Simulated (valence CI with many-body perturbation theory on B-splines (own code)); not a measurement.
Values are calculated unless marked as measured or tabulated.
**Hyperfine factors and g values of Au47+**

Method: valence CI with perturbative core correlation (CI+MBPT): four valence electrons over a frozen Dirac-Fock core [Ar] 3d10, radial functions for each j: 11 s, 11 p, 9 d, 7 f, 5 g, 2 h, 1 i, with the one-electron correlation potential Σ1, the two-electron term Σ2, the three-electron term Σ3, Breit, model QED; selected CI, second order for the rest (own B-spline code, finite nucleus).

The last digits are not significant, and no measured levels were compared; by estimate large intervals hold to a few tenths of a per cent, small ones and those within an open d or f shell to about a per cent.

A/g_I is the dipole constant over the nuclear g factor μ/I (μ in nuclear magnetons, uniformly magnetised nucleus), B/Q the quadrupole constant per barn. Both hold the static response of the core; the bare values leave it out. Large factors of s and p1/2 electrons are usually good to 5 to 10 %; those of open d and f shells near neutrality can be off by tens of per cent, and small factors of p3/2, d and f electrons come from cancelling terms and can be off by a factor of two or in sign, in half-filled shells by more. B is blank for J = 1/2, where it vanishes, and for nearly pure S terms. Energies count from the lowest level. Levels with J = 0 are left out.

Levels are named by their leading jj configuration (3d3/2^4 stands for four electrons in 3d with j = 3/2), which in mixed levels can hold well under half, so a name can repeat and another be missing. Letters in brackets count levels of one name in rising energy.

```csv
Level,E (× 10³ cm⁻¹),g,A/g_I (MHz),A/g_I bare,B/Q (MHz/b),B/Q bare
(4s^2 4p1/2 4p3/2) J=1,1061.9,1.496,-87800,-86000,77800,75500
(4s^2 4p1/2 4p3/2) J=2,1099.9,1.173,240000,232000,141000,137000
(4s 4p1/2^2 4p3/2) J=2,1942.9,1.549,601000,583000,143000,139000
(4s 4p1/2^2 4p3/2) J=1,2072.8,1.079,-440000,-426000,96600,93800
(4s^2 4p3/2^2) J=2,2190.7,1.316,77400,74500,14500,14000
(4s^2 4p1/2 4d3/2) J=2,2439.9,0.759,210000,205000,30900,30500
(4s^2 4p1/2 4d3/2) J=1,2604.2,0.853,-155000,-149000,12800,12700
(4s^2 4p1/2 4d5/2) J=2,2743.3,1.324,-45000,-42900,12000,12000
(4s^2 4p1/2 4d5/2) J=3,2755.1,1.124,150000,147000,13600,13700
(4s 4p1/2 4p3/2^2) J=2 [a],2989.6,1.506,351000,340000,52200,50700
(4s 4p1/2 4p3/2^2) J=3,3059.7,1.310,516000,500000,13700,13400
(4s 4p1/2 4p3/2^2) J=1 [a],3169.5,1.287,661000,641000,-115000,-112000
(4s 4p1/2 4p3/2^2) J=2 [b],3188.0,1.088,5170,4980,-20900,-20400
(4s 4p1/2 4p3/2^2) J=1 [b],3201.2,1.357,161000,156000,74600,72400
(4s 4p1/2^2 4d3/2) J=1,3331.4,0.432,-499000,-482000,13400,13300
(4s 4p1/2^2 4d3/2) J=2,3363.0,1.147,548000,532000,25100,24800
(4s 4p1/2^2 4d5/2) J=3,3622.3,1.354,372000,361000,23200,22900
(4s^2 4p3/2 4d3/2) J=2,3643.3,1.049,43600,42600,-7180,-6930
(4s^2 4p3/2 4d3/2) J=1,3658.0,1.119,62600,61100,-70200,-68300
(4s^2 4p3/2 4d3/2) J=3,3662.3,1.104,62300,60900,159000,155000
(4s 4p1/2^2 4d5/2) J=2,3688.9,1.036,-309000,-298000,7620,7840
(4s^2 4p3/2 4d5/2) J=4,3787.3,1.245,38100,37300,188000,183000
(4s^2 4p3/2 4d5/2) J=2,3818.0,1.261,61600,60500,-105000,-101000
(4s^2 4p3/2 4d5/2) J=3,3947.6,1.189,41700,40900,7910,8100
(4s^2 4p3/2 4d5/2) J=1,3970.2,1.081,-29100,-26500,22000,21500
(4p1/2^2 4p3/2^2) J=2,4071.2,1.284,71600,69800,26100,25400
(4s 4p3/2^3) J=2,4230.7,1.420,578000,560000,-154000,-149000
(4s^2 4p1/2 4f5/2) J=3,4239.4,0.825,97400,95300,28600,27100
(4s^2 4p1/2 4f5/2) J=2,4291.5,0.880,-133000,-128000,5620,5030
(4s 4p1/2 4p3/2 4d3/2) J=1 [a],4319.6,1.158,245000,238000,-74000,-72000
(4s^2 4p1/2 4f7/2) J=3,4327.4,1.181,119000,116000,24800,23800
(4s 4p1/2 4p3/2 4d3/2) J=2 [a],4328.7,1.099,214000,208000,-40300,-39200
(4s^2 4p1/2 4f7/2) J=4,4335.1,1.097,160000,156000,37800,35900
(4s 4p3/2^3) J=1,4357.4,1.186,-445000,-431000,-55700,-53900
```

(1) Take the isotope of mass number 197, with I = 3/2, μ = 0.1452 μN and Q = 0.547 b. What is the hyperfine structure of (4s^2 4p1/2 4p3/2) J=1?

Answers

(1) From the table A = -8500 MHz, B = 42600 MHz. Shifts from the centre of gravity in MHz: F = 1/2: 74500, F = 3/2: -34100, F = 5/2: -2100.
